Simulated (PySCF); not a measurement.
SCF from a fresh guess for triplet AuSCl, at the PBE0 minimum. PySCF input:

```python
from pyscf import gto, scf, dft
mol = gto.M(atom='''
Au    -0.034168     0.000000    -0.000491
S     -2.214076     0.000000    -0.031804
Cl     2.217714    -0.000000     0.031856''',
    basis={'Au': 'def2-SVP', 'S': 'def2-SVP', 'Cl': 'def2-SVP'},
    ecp={'Au': 'def2-SVP'},
    charge=0, spin=2)
mf = dft.UKS(mol, xc='PBE0')
mf.grids.atom_grid = (50, 194)
aux = {'Au': 'def2-universal-JKFIT', 'S': 'def2-universal-JKFIT', 'Cl': 'def2-universal-JKFIT'}
mf = mf.density_fit(auxbasis=aux)
mf.conv_tol = 1e-08
mf.diis_space = 10
mf.max_cycle = 60
mf.init_guess = 'minao'
mf.verbose = 4
mf.kernel()
```

Excerpt of the output (cycles alone):

```
init E= -981.875047291296
cycle= 1 E= -992.439893201259  delta_E= -10.6  |g|= 1.38  |ddm|= 7.15
cycle= 2 E= -978.596591155477  delta_E= 13.8  |g|= 4.35  |ddm|= 7.38
cycle= 3 E= -993.507366837561  delta_E= -14.9  |g|= 0.296  |ddm|= 6.46
cycle= 4 E= -993.446299168105  delta_E= 0.0611  |g|= 0.432  |ddm|= 0.959
cycle= 5 E= -993.565789190764  delta_E= -0.119  |g|= 0.0629  |ddm|= 0.564
cycle= 6 E= -993.567862558481  delta_E= -0.00207  |g|= 0.0187  |ddm|= 0.0892
cycle= 7 E= -993.568049182245  delta_E= -0.000187  |g|= 0.00578  |ddm|= 0.0267
cycle= 8 E= -993.568068518889  delta_E= -1.93e-05  |g|= 0.00163  |ddm|= 0.01
cycle= 9 E= -993.568069232774  delta_E= -7.14e-07  |g|= 0.00113  |ddm|= 0.00225
cycle= 10 E= -993.568070093986  delta_E= -8.61e-07  |g|= 8.88e-05  |ddm|= 0.00163
cycle= 11 E= -993.568070110014  delta_E= -1.6e-08  |g|= 2.44e-05  |ddm|= 0.000416
cycle= 12 E= -993.568070110975  delta_E= -9.61e-10  |g|= 1.07e-05  |ddm|= 6.83e-05
Extra cycle  E= -993.568070111379  delta_E= -4.04e-10  |g|= 1.17e-05  |ddm|= 5.63e-05
converged SCF energy = -993.568070111379  <S^2> = 2.0084434  2S+1 = 3.0056237
```

No lower solution of this spin was found from smeared starts or by a stability analysis within the unrestricted form.

Open d and f shells are described by one determinant, and the ground state may have another occupation or spin. No spin–orbit coupling is included, which matters more the heavier the element.

The search for the lowest solution, 3 starts and the stability check together, took 15 s on 2 threads of a shared Arm Neoverse N1 host, with 68 basis functions; the process peaked at 0.33 GiB.
